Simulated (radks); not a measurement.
Values are calculated unless marked as measured or tabulated.
Removal energies from the gallium ion Ga7+, [Ar] 3d(3/2: 4, 5/2: 2), by Delta-SCF beside the eigenvalue of the level emptied. Code: a radial shooting solver on a logarithmic mesh with Libxc functionals. Model: Dirac Kohn-Sham, BLYP, spin-unpolarised, spherical densities, finite nucleus; Fermi nuclear charge, rms radius of each element as measured or else 0.836 A^(1/3) + 0.57 fm. Sub-shells are occupied by j as written (lower j first in brackets).

removed from                             final configuration  Delta-SCF (eV)  -eigenvalue (eV)
3d5/2                                [Ar] 3d(3/2: 4, 5/2: 1)          174.55            158.79
3d3/2                                [Ar] 3d(3/2: 3, 5/2: 2)          175.23            159.42
3p3/2         [Ne] 3s2 3p(1/2: 2, 3/2: 3) 3d(3/2: 4, 5/2: 2)          255.54            239.73
3p1/2         [Ne] 3s2 3p(1/2: 1, 3/2: 4) 3d(3/2: 4, 5/2: 2)          259.77            243.81
